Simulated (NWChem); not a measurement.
Species: Si$_{2}$NH$_{6}$, doublet; SMILES [SiH3]N[SiH2]

```xyz
9

Si    -0.2419    -1.6174     0.0841
N      0.5463    -0.0683    -0.1349
Si    -0.1449     1.5368    -0.0444
H     -1.2971    -1.4328     1.1260
H      0.7836    -2.5985     0.5653
H      1.4633    -0.1217    -0.5721
H     -1.3433     1.4564     0.8268
H     -0.5567     2.0845    -1.3686
H      0.8505     2.4797     0.5352
```
Atoms are numbered in this order, from 1.

Level: B3LYP/6-31G* (spherical d), spin-unrestricted (NWChem), optimised geometry, unscaled harmonic frequencies. B3LYP is NWChem's, with the RPA form of VWN correlation.

```tsv
frequency (cm⁻¹)	IR intensity (km/mol)
55	0.2
122	0.5
199	1.1
421	66.4
597	2.9
653	1.5
709	58.2
753	85.1
818	68.9
903	96.0
929	263.6
936	156.6
972	88.9
1003	159.2
1227	149.1
2159	146.7
2208	164.2
2227	183.4
2243	160.3
2276	130.3
3544	26.0
```

```yaml
zero_point_energy: 35.7 kcal/mol
thermal correction to the enthalpy at 298.15 K (with zero-point energy): 40.0 kcal/mol
heat capacity Cv: 19.7 cal/(mol K)
"entropy at 298.15 K and 1 atm (symmetry number 1, electronic part: spin degeneracy alone)": 77.8 cal/(mol K)
dipole_moment: 1.06 D
```

Rigid rotor and harmonic oscillator; modes under 100 cm⁻¹ make the entropy uncertain.
